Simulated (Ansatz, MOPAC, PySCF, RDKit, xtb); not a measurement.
Complex: HF (SMILES F) (first 2 atoms) with HI (SMILES I); geometry from B3LYP-D3(BJ)/def2-TZVP, rigid monomers moved along the line of their centres of mass till H2···I3 is 3.70 Å.
(charge 0, multiplicity 1):
| atom | x (Å) | y (Å) | z (Å) |
|---|---|---|---|
| F | -0.0701 | 0.4750 | -0.2412 |
| H | 0.0048 | 0.0346 | 0.5765 |
| I | 0.2965 | -1.4791 | 3.9375 |
| H | 0.2578 | -0.0069 | 4.6041 |

| level | interaction energy (kcal/mol) | cost |
|---|---|---|
| UFF | -0.21 | - |
| GFN-FF | -0.96 | - |
| AM1 | -0.31 | - |
| PM3 | 0.27 | - |
| PM6 | -0.82 | - |
| PM7 | -0.41 | - |
| GFN1-xTB | -0.75 | - |
| GFN2-xTB | -0.80 | - |
| HF/STO-3G (no counterpoise) | -0.38 | - |
| HF/3-21G (no counterpoise) | -0.94 | - |
| HF/def2-SVPD | -0.91 | - |
| HF/def2-TZVPPD | -0.85 | - |
| HF/def2-QZVPPD | -0.85 | - |
| PBE/def2-TZVPPD | -1.17 | ×1 |
| PBE-D3(BJ)/def2-TZVPPD | -1.40 | ×1 |
| PBE-D4/def2-TZVPPD | -1.37 | ×1 |
| r2SCAN/def2-TZVPPD | -1.07 | ×2 |
| r2SCAN-D3(BJ)/def2-TZVPPD | -1.18 | ×2 |
| r2SCAN-D4/def2-TZVPPD | -1.15 | ×2 |
| B3LYP/3-21G (no counterpoise) | -1.08 | - |
| B3LYP/def2-TZVPPD | -0.88 | ×1 |
| B3LYP-D3(BJ)/def2-TZVPPD | -1.24 | ×1 |
| PBE0/def2-TZVPPD | -1.07 | ×1 |
| PBE0-D3(BJ)/def2-TZVPPD | -1.30 | ×1 |
| PBE0-D4/def2-TZVPPD | -1.26 | ×1 |
| wB97X-V/def2-TZVPPD | -1.11 | ×4 |
| wB97M-V/def2-TZVPPD | -1.09 | ×3 |
| MP2/def2-SVPD | -1.07 | - |
| MP2/def2-TZVPPD | -1.04 | - |
| MP2/def2-QZVPPD | -1.07 | - |
| MP2/CBS(def2-TZVPPD, def2-QZVPPD) | -1.09 | - |
| SCS-MP2/def2-SVPD | -1.00 | - |
| SCS-MP2/def2-QZVPPD | -0.99 | - |
| CCSD/def2-SVPD | -1.03 | - |
| CCSD/def2-TZVPPD | -0.99 | - |
| CCSD/def2-QZVPPD | -1.02 | - |
| CCSD(T)/def2-SVPD | -1.06 | ×3 |
| CCSD(T)/def2-TZVPPD | -1.03 | ×8 |
| CCSD(T)/def2-QZVPPD | -1.06 | ×80* |
| CCSD(T)/CBS(def2-TZVPPD, def2-QZVPPD) | -1.08 | ×90* |

The rows run from -1.40 (PBE-D3(BJ)/def2-TZVPPD) to 0.27 kcal/mol (PM3). In def2-QZVPPD the value moves HF -0.85, MP2 -1.07, CCSD -1.02, CCSD(T) -1.06, a shift of -0.21 from HF to CCSD(T). From def2-SVPD to def2-QZVPPD CCSD(T) changes by 0.00. The dispersion term adds -0.23 in PBE-D3(BJ), -0.19 in PBE-D4, -0.11 in r2SCAN-D3(BJ). The 6 functionals in def2-TZVPPD without D3 or D4 span 0.29, from PBE to B3LYP.

Interaction energies are E(AB) − E(A) − E(B) at the monomers' geometry in the complex; basis-set methods are counterpoise corrected. Rows marked so take none. RDKit's UFF carries no charges.

Cores are frozen in the correlated methods. Filled d and f shells under p-block atoms count as core. CBS(a, b) extrapolates the correlation energy as X⁻³ and adds the Hartree–Fock energy of set b. Rows in 3-21G, STO-3G carry no dispersion term and start afresh at each structure; the Pople sets are all-electron and without relativity. The state that AM1, PM3, PM6, PM7 reach isn't checked; PM7 holds dispersion and hydrogen-bond terms.

Programs: Ansatz (Gaussian basis) for Hartree–Fock, density functionals and correlated methods; MOPAC for AM1, PM3, PM6, PM7 (differences of heats of formation); PySCF for 3-21G rows, STO-3G rows, the dispersion terms; RDKit for the force fields; xtb for the GFN methods.  In def2 rows elements past Kr take small-core potentials, without spin–orbit coupling.

Costs are rough ratios of core time to PBE/def2-TZVPPD (about 3 s over the structures, on one shared machine); a dash marks a level with no comparable run of its own. A star marks coupled-cluster runs past 200 virtual orbitals, where the program's memory plan changes under this machine's limit, so their costs aren't comparable with smaller runs.

Ansatz is a first-principles code.
